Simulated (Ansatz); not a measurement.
Consider the silylene formation by 1,1-elimination: `Cl[SiH2]I` → `ClI` + `[SiH2]`.

Isolated molecules relaxed with PBE0-D4/def2-TZVP in Ansatz; ΔE leaves out vibrations. CBS: MP2 limit from def2 TZ/QZ plus the TZ coupled-cluster correction, frozen cores. This one scheme is used for every species. Elements past krypton have def2 core potentials. For I outer-core shells are correlated without core-valence functions, which leaves a few kJ/mol of doubt a bond.

```csv
species,HF/def2-SVP energy (Eh)
`Cl[SiH2]I`,-1046.09760
`ClI`,-755.99141
`[SiH2]`,-289.92508
```

(1) Work out ΔE.

(2) What do rigid-rotor, harmonic-oscillator terms from PBE0-D4/def2-TZVP frequencies (298.15 K, 1 bar) make of the CCSD(T)/CBS value? (An estimate is asked.)

Largest T1 diagnostic among the species: 0.014.

Results:

(1) ΔE = (-755.99141) + (-289.92508) − (-1046.09760) = 0.18111 Eh = +475.5 kJ/mol. CCSD(T)/CBS gives +485.4 kJ/mol.

(2) Computed: ΔZPE = -18.5 kJ/mol, ΔH = +472.3 kJ/mol, ΔS = 141 J/(mol·K), ΔG = +430.1 kJ/mol.

From BLYP to BHLYP (50 % exact exchange), in def2-TZVPP and without D4, ΔE moves by +47.5 kJ/mol. At CCSD(T), def2-SVP lies −15.6 kJ/mol from the extrapolated value and def2-TZVPP −5.5 kJ/mol. Leaving LDA and LC-ωPBE aside and taking each functional with its dispersion term where it has one, the values, not all of them listed here, spread over 69.7 kJ/mol, from BLYP-D4 to r2SCAN0-D4. LDA lies +38.3 kJ/mol from PBE without D4.
